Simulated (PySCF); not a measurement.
CH3ClFInO. Atoms are numbered in the order given.

```xyz
8

In    -0.0321    -0.2126     0.2792
F     -0.1382    -1.1457     1.9779
Cl     0.4417     2.0664     0.2822
O     -0.3776    -1.1888    -1.4020
C     -0.1998    -0.5946    -2.6616
H      0.7824    -0.8582    -3.0954
H     -0.9793    -0.9735    -3.3450
H     -0.2745     0.5089    -2.6549
```
Charge 0, spin multiplicity 1.

The structure is a stationary point at PBE0-D3(BJ)/def2-SVP. The structure was generated by enumeration; whether it is a known compound was not checked. The def2 effective core potentials stand for the cores of In; spin–orbit coupling is left out. The values are those of a single conformer.

Calculation: PySCF with ωB97X/def2-TZVP.

The molecule is in vacuum.

The total energy is -865.48260 hartree and the highest occupied level is -10.79 eV. The lowest empty level is -0.82 eV and the orbital gap is 9.97 eV. The dipole moment comes out as 2.17 D and the quadrupole, principal values (traceless, Buckingham form, about the centre of nuclear charge) is -9.02, -0.60, 9.62 D·Å. The mean static polarisability comes out as 58.5 bohr³ (8.68 Å³). The polarisability, principal values is 43.3, 61.5, 70.8 bohr³.
